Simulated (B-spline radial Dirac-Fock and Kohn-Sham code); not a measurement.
**Atomic molybdenum: differential elastic cross section for electrons at 196 eV**

Model: relativistic (Dirac) partial waves in the static field of the Dirac-Fock atom with Furness-McCarthy exchange, without polarisation or absorption potentials. Program: a radial B-spline solver. Below a few hundred eV the neglected polarisation potential matters, most of all at small angles.

| θ (°) | dσ/dΩ (Å²/sr) | Sherman function |
| --- | --- | --- |
| 5 | 21.5 | 0.000 |
| 10 | 12.1 | 0.001 |
| 15 | 6.06 | 0.002 |
| 20 | 3.10 | 0.003 |
| 25 | 1.60 | 0.003 |
| 30 | 0.786 | -0.001 |
| 35 | 0.357 | -0.011 |
| 40 | 0.167 | -0.033 |
| 45 | 0.129 | -0.039 |
| 50 | 0.172 | -0.018 |
| 55 | 0.239 | 0.000 |
| 60 | 0.288 | 0.010 |
| 65 | 0.296 | 0.019 |
| 70 | 0.257 | 0.027 |
| 75 | 0.186 | 0.038 |
| 80 | 0.104 | 0.056 |
| 85 | 0.0369 | 0.099 |
| 90 | 0.00341 | 0.253 |
| 95 | 0.0116 | -0.175 |
| 100 | 0.0570 | -0.080 |
| 105 | 0.124 | -0.052 |
| 110 | 0.192 | -0.039 |
| 115 | 0.241 | -0.031 |
| 120 | 0.256 | -0.027 |
| 125 | 0.233 | -0.025 |
| 130 | 0.179 | -0.026 |
| 135 | 0.111 | -0.029 |
| 140 | 0.0489 | -0.042 |
| 145 | 0.0127 | -0.093 |
| 150 | 0.0153 | -0.038 |
| 155 | 0.0600 | -0.004 |
| 160 | 0.139 | -0.001 |
| 165 | 0.235 | 0.000 |
| 170 | 0.326 | 0.000 |
| 175 | 0.391 | 0.000 |

The total elastic cross section is 6.13 Å², the first transport cross section 1.91 Å² and the second, weighted with (3/2) sin²θ, 2.29 Å². The mean deflection is ⟨1 − cos θ⟩ = 0.312, and 13 % of the collisions scatter beyond 90°.

On this grid of angles the cross section has minima near 45°, 90°, 145°, from interference among the few low partial waves with large phase shifts.

Phase shifts modulo π (rad) for κ = −1 to −5: -0.239, 0.835, -1.559, -0.886, 1.082.

Values without a named source are computed, but for edge energies of neutral atoms, which are taken from tables.
